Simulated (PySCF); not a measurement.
# Spinor energies of Os (osmium, neutral)

Start: [Xe] 4f14 5d6 6s2; 5d3/2 filled at m_j = -3/2, -1/2, +1/2, +3/2; 5d5/2 filled at m_j = +3/2, +5/2. Calculated with PySCF 2.14 in x2c-SVPall-2c: generalised Hartree-Fock with the X2C-1e Hamiltonian and a Gaussian nucleus; one run each with spin-orbit coupling (SO) switched off, then screened by Boettger's factors.

```
spinor shell  electrons  ε, spin-free (eV)  ε, screened SO (eV)  weight of nominal j (screened SO)  rms radius, screened SO (bohr)
       1s1/2          2           -74275.0             -74250.3                              1.000                          0.0201
       2s1/2          2           -13082.0             -13074.1                              1.000                          0.0809
       2p1/2          2           -11398.5             -12496.0                              1.000                          0.0687
       2p3/2          4           -11398.5             -10958.7                              1.000                          0.0764
       3s1/2          2            -3109.5              -3106.8                              1.000                           0.207
       3p1/2          2            -2606.9              -2848.8                              1.000                           0.198
       3p3/2          4            -2606.9              -2507.9                              1.000                           0.214
       3d3/2          4            -2037.6              -2079.5                              1.000                           0.189
       3d5/2          6            -2037.6              -2007.0                              1.000                           0.192
       4s1/2          2            -690.65              -689.70                              1.000                           0.459
       4p1/2          2            -522.82              -580.05                              1.000                           0.466
       4p3/2          4            -522.82              -499.03                              1.000                           0.499
       4d3/2          4            -310.08              -318.65                              0.999                           0.520
       4d5/2          6            -310.08              -303.27                              1.000                           0.531
       5s1/2          2            -108.28              -108.02                              1.000                            1.08
       5p1/2          2            -62.414              -72.518                              0.690                            1.10
       4f5/2          6            -71.370              -72.517                              0.899                           0.691
       4f7/2          8            -71.370              -69.578                              0.991                           0.612
       5p3/2          4            -62.414              -57.862                              0.977                            1.27
       5d3/2          4            -12.530              -12.521                              0.731                            1.91
       5d5/2          2            -12.530              -12.445                              0.825                            1.93
       6s1/2          2             -7.863               -7.850                              0.993                            3.43
```

| quantity | spin-free | screened SO |
| --- | --- | --- |
| E (hartree) | -17240.20835 | -17262.69645 |
| M_J | 4 | 4 |
| ⟨J²⟩ | 20.039 | 20.088 |
| ⟨L²⟩ | 6.008 | 6.816 |
| ⟨S²⟩ | 6.032 | 5.716 |

Each row is a mean over spinors that exchange with the open shell spreads, by up to 7.438 eV (5p3/2).

Rows whose weight is well below 1 are mixtures of j = l ± 1/2: exchange outweighs spin-orbit coupling there, and the label is only the starting occupation.

⟨J²⟩ departs a little from M_J(M_J + 1) because the unrestricted spinors polarise the closed shells.

Breit and QED terms are absent; they matter most for the inner s and p1/2 levels.

Densities and radii are taken from the X2C orbitals without a picture-change correction, which distorts them close to the nucleus.

Without spin-orbit coupling the j labels of p, d and f shells carry no meaning; the spin-free column gives the mean over the occupied spinors of each nl shell.
